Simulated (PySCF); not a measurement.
Ge(Et)(OH)3, SMILES C[CH2][Ge]([OH])([OH])[OH], singlet (CAM-B3LYP/def2-SVP optimised geometry):

```
14

C     -1.038    -2.171    -1.416
C     -1.353    -0.678    -1.502
Ge    -0.665     0.311     0.000
O      1.104     0.311     0.000
O     -1.211     1.994     0.000
O     -1.169    -0.397     1.544
H      0.048    -2.346    -1.391
H     -1.466    -2.616    -0.506
H     -1.444    -2.717    -2.281
H     -0.923    -0.229    -2.411
H     -2.439    -0.497    -1.545
H      1.466     0.073     0.863
H     -0.476     2.616     0.064
H     -1.639     0.239     2.097
```

Method: CAM-B3LYP/def2-TZVP in PySCF.

Question: What are the frontier orbital energies and the dipole moment?

Answer: HOMO-2 -10.42 eV, HOMO-1 -10.38 eV, HOMO -9.65 eV, LUMO 1.07 eV, LUMO+1 2.14 eV; dipole moment 0.38 D.

Meta-Löwdin charges at CAM-B3LYP/def2-TZVP: C1 -0.32, C2 -0.42, Ge3 1.39, O4 -0.76, O5 -0.76, O6 -0.76, H7 0.11, H8 0.12, H9 0.11, H10 0.13, H11 0.13, H12 0.35, H13 0.35, H14 0.35.
